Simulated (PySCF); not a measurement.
# Telling isomers of C7H6FN apart by NMR

How the numbers were obtained: GIAO PBE0/pcSseg-1 shieldings, structure optimised with GFN2-xTB, in PySCF 2.14.0 with density-fitted response routines (no solvent model, non-relativistic, a single conformation, fast rotation and ring inversion assumed for equivalent nuclei).

δ = σ(ref) − σ, references computed at the same level: $^{1}$H and $^{13}$C against TMS. Splittings of carbon signals by F and P are missing where no couplings were computed. Where no couplings were computed, multiplicities follow the n + 1 count of equivalent neighbours, and m marks all less simple cases (inequivalent or close neighbours, rings, F or P nearby). Shifts are as computed. Against solution values, carbons near 30 ppm lie about +3 ppm off and those near 130 ppm about +5 ppm. Of 1313 compounds with measured shifts, 239 miss one by over three times the rms of a fit or turn the order of signals round; such compounds aren't used in these exercises.

(1) Tabulate the signals of `C=Cc1cncc(F)c1`, `C[C@@]1(F)C=CC(C#N)=C1` and their relative energies.

(2) What is the quickest way to tell C=Cc1cncc(F)c1 from C[C@@]1(F)C=CC(C#N)=C1?

Answers

(1) 
| SMILES | carbon types | δC | δH | E rel. (kcal/mol) |
| --- | --- | --- | --- | --- |
| C=Cc1cncc(F)c1 | 2×C 4×CH 1×CH2 | 169.8, 151.8, 143.9, 140.4, 138.3, 122.6, 121.8 | 8.70 (m, 1H), 8.50 (s, 1H), 7.93 (m, 1H), 6.94 (m, 1H), 6.41 (m, 1H), 5.86 (m, 1H) | 0.0 |
| C[C@@]1(F)C=CC(C#N)=C1 | 3×C 3×CH 1×CH3 | 163.6, 151.3, 137.6, 123.2, 120.0, 106.5, 23.3 | 7.14 (m, 1H), 6.67 (m, 1H), 6.28 (m, 1H), 1.62 (m, 3H) | 18.9 |

Energies are electronic energies at PBE0/pcSseg-1 on these geometries, without zero-point or thermal terms, each for the one conformer computed, which needn't be the lowest.

(2) Both give the same number of carbon signals, but DEPT or the intensities differ. The first has a terminal =CH2 carbon at 122.6 ppm, the second a methyl carbon (CH3) at 23.3 ppm. Their most deshielded carbons lie at 169.8 and 163.6 ppm. In the proton spectra the most deshielded non-exchanging signals are 8.70 (m, 1H) and 7.14 (m, 1H).
